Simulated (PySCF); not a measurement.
ORD: `O=C[C@@H](F)[C@@H]1O[C@@H]1F`, C4H4F2O2

Geometry:
```tsv
atom	x (Å)	y (Å)	z (Å)
O1	1.509	0.973	1.170
C2	1.671	0.524	0.077
C3	0.567	-0.091	-0.774
F4	1.131	-1.017	-1.620
C5	-0.508	-0.729	0.080
O6	-1.835	-0.702	-0.391
C7	-1.552	0.116	0.665
F8	-1.532	1.440	0.397
H9	2.649	0.512	-0.434
H10	0.127	0.693	-1.410
H11	-0.212	-1.643	0.586
H12	-2.013	-0.075	1.628
```

The calculation used TDDFT PBE0/def2-SVPD circular dichroism and optical rotation, one conformer, gas phase in PySCF. Geometry: GFN2-xTB.

The molecule is flexible and this is one conformer; a measurement averages over conformers. States above about 8.2 eV (minus the energy of the highest occupied orbital) lie near or above the ionisation threshold and depend on the basis.

Stereocentres: C3 S, C5 S, C7 R.

Question: Give the optical rotatory dispersion at 633, 589.3, 546, 436, 405, 365, 355 nm.

Answer: [α] in deg dm⁻¹ (g/mL)⁻¹:
```
λ (nm)  origin-invariant length gauge  modified velocity gauge  length gauge (centre of mass)  isotropic polarisability (au)
   633                          +98.7                   +105.6                          +98.1                           53.8
 589.3                         +116.8                   +124.9                         +116.0                           53.9
   546                         +140.4                   +150.3                         +139.5                           54.1
   436                         +255.6                   +274.8                         +254.2                           54.8
   405                         +321.2                   +346.5                         +319.6                           55.2
   365                         +471.5                   +512.7                         +469.5                           55.8
   355                         +533.9                   +582.6                         +531.9                           55.9
```

Question: And for the mirror image at 589.3 nm?

Answer: -116.8 deg dm⁻¹ (g/mL)⁻¹ (origin-invariant length gauge): the same size and the opposite sign.

Question: What is the molar rotation [Φ] = [α]·M/100 of the geometry above at 589.3 nm?

Answer: With M = 122.07 g/mol, +142.5 deg cm² dmol⁻¹ (origin-invariant length gauge).

The first excitation lies at 4.18 eV (296 nm) with R = +1.9 × 10⁻⁴⁰ esu² cm² (velocity form).
